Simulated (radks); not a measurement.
Question: Radial electron density D(r) = 4 pi r^2 rho(r) of an atom or ion with 6 electrons. Calculated with a radial shooting solver on a logarithmic mesh with Libxc functionals: scalar-relativistic Kohn-Sham, r2SCAN, spin-unpolarised, spherical densities, finite nucleus; meta-GGA in the generalised Kohn-Sham scheme; Fermi nuclear charge, rms radius of each element as measured or else 0.836 A^(1/3) + 0.57 fm.

| r (bohr) | D(r) (e/bohr) |
|---|---|
| 0.001787 | 0.6261 |
| 0.001967 | 0.7479 |
| 0.002165 | 0.8926 |
| 0.002384 | 1.064 |
| 0.002624 | 1.267 |
| 0.002888 | 1.506 |
| 0.003179 | 1.788 |
| 0.0035 | 2.120 |
| 0.003852 | 2.508 |
| 0.00424 | 2.961 |
| 0.004668 | 3.489 |
| 0.005179 | 4.156 |
| 0.005701 | 4.870 |
| 0.006275 | 5.691 |
| 0.006908 | 6.628 |
| 0.007604 | 7.692 |
| 0.00837 | 8.892 |
| 0.009213 | 10.23 |
| 0.01014 | 11.72 |
| 0.01116 | 13.36 |
| 0.01229 | 15.13 |
| 0.01353 | 17.04 |
| 0.01489 | 19.04 |
| 0.01639 | 21.12 |
| 0.01804 | 23.23 |
| 0.01986 | 25.32 |
| 0.02186 | 27.30 |
| 0.02406 | 29.12 |
| 0.02649 | 30.67 |
| 0.02916 | 31.88 |
| 0.03209 | 32.65 |
| 0.03533 | 32.90 |
| 0.0392 | 32.54 |
| 0.04315 | 31.60 |
| 0.0475 | 30.10 |
| 0.05228 | 28.12 |
| 0.05755 | 25.78 |
| 0.06335 | 23.27 |
| 0.06973 | 20.80 |
| 0.07676 | 18.59 |
| 0.08449 | 16.84 |
| 0.093 | 15.72 |
| 0.1024 | 15.30 |
| 0.1127 | 15.55 |
| 0.124 | 16.33 |
| 0.1365 | 17.40 |
| 0.1503 | 18.44 |
| 0.1654 | 19.14 |
| 0.1821 | 19.22 |
| 0.2005 | 18.52 |
| 0.2207 | 16.99 |
| 0.2429 | 14.76 |
| 0.2674 | 12.09 |
| 0.2967 | 9.046 |
| 0.3266 | 6.428 |
| 0.3595 | 4.227 |
| 0.3957 | 2.554 |
| 0.4356 | 1.407 |
| 0.4794 | 0.7009 |
| 0.5278 | 0.3127 |
| 0.5809 | 0.1237 |
| 0.6395 | 0.04285 |
| 0.7039 | 0.01285 |
| 0.7748 | 0.003289 |

What is the nuclear charge?

Answer: Z = 28. The innermost maximum, from 1s, lies near gamma/Z bohr with gamma = sqrt(1 - (Z/c)^2) = 0.979, here 0.035 bohr (found: 0.0353), and its height grows with Z. The density is that of the nickel ion Ni22+ in [He] 2s2 2p2; the configuration itself is not fixed sharply by these data, and Z only to about a unit. D(r) has 2 maxima, at r = 0.0353, 0.175 bohr, and minima at 0.103 bohr, inside which lie 2.23 electrons.
